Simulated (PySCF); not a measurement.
Compound: C4H4F3O (doublet state).
Atom-mapped SMILES: `[F:1][C:2]([F:3])([F:4])[O:5][C:6]1[CH2:7][CH2:8]1` (hydrogens: H9, H10 on C7; H11, H12 on C8)

Structure used (GFN2-xTB), in Å, numbered top down from 1:
```xyz
12
C4H4F3O angstrom
F      2.756   -1.292    0.581
C      1.809   -0.406    0.298
F      1.614    0.321    1.415
F      2.316    0.450   -0.601
O      0.721   -1.036   -0.114
C     -0.287   -0.256   -0.672
C     -1.710   -0.367   -0.336
C     -0.936    0.932   -0.106
H     -2.000   -0.973    0.513
H     -2.427   -0.377   -1.142
H     -0.701    1.245    0.905
H     -1.154    1.757   -0.768
```

The hyperfine couplings belong to this conformer and change with its torsions.

Theory: UKS B3LYP, pcH-1 on C F H O, non-relativistic, mean-field spin-orbit, GIAO in PySCF 2.14.0. The structure is a single GFN2-xTB conformer in the gas phase; no vibrational or solvent corrections. The geometry wasn't refined by DFT: couplings that depend on bond lengths, twists or pyramidal angles can differ widely from those at the functional's own minimum. No stability test was run, so a lower SCF solution isn't excluded.

(1) Break the g tensor into its mass correction, gauge correction and orbital-Zeeman/spin–orbit terms.

(2) At 9.416 GHz, how far is the centre of the isotropic spectrum from where a free electron (g = 2.002319) resonates?

(3) What effective moment and Curie constant follow for a powder?

(4) How much does each term add to the isotropic shift?

(5) In a frozen sample, at which fields do the three g values resonate at 9.5, 34, 94 and 263 GHz (hyperfine left aside), and which band first spreads them over more than twice a line width of 1.0 mT?

Answers

(1) 
| Δg (ppm) | 1 | 2 | 3 |
| --- | --- | --- | --- |
| relativistic mass correction | -187 | -187 | -187 |
| gauge correction | 13 | 16 | 15 |
| orbital Zeeman/spin–orbit | 138 | 1179 | 1674 |
| total | -36 | 1008 | 1503 |

So g = 2.00228, 2.00333, 2.00382 and g_iso = 2.00314; the tensor is rhombic: the two nearest values differ by 32 % of g3 − g1. 

(2) B = hν/(g μB) with μB/h = 13.99624 MHz/mT gives 335.99 mT for the free electron and 335.85 mT at g_iso, 0.14 mT lower.

(3) With the mean of g² = 4.0126 and S(S+1) = 0.75: μ_eff = √(⟨g²⟩S(S+1)) = 1.735 μB and χT = 0.12505·⟨g²⟩·S(S+1) = 0.376 cm³ K/mol (cgs; spin-Hamiltonian part alone).

(4) The orbital-Zeeman/spin–orbit term 997, the mass correction -187 and the gauge correction 15 ppm, for a total of 825 ppm. The orbital-Zeeman/spin–orbit term is the largest in size. The mass correction is the same along every axis, so the anisotropy comes from the other two: their spans along these axes are 3 (gauge) and 1536 ppm (orbital Zeeman/spin–orbit).

(5) 
```csv
band,GHz,B(g3) mT,B(g2) mT,B(g1) mT,spread mT
X,9.5,338.73,338.81,338.99,0.26
Q,34.0,1212.29,1212.59,1213.23,0.93
W,94.0,3351.64,3352.47,3354.21,2.58
J,263.0,9377.46,9379.77,9384.66,7.20
```

The spread grows in proportion to the frequency. W band is the first where it exceeds 2.0 mT.

The Mulliken spin populations are largest on C6 (+0.84) and O5 (+0.06). C6 is the only atom above +0.15. The angles at C6 add up to 315.8°, so it is pyramidal.

The HOMO–LUMO gaps are 7.61 eV among the α and 6.43 eV among the β orbitals.
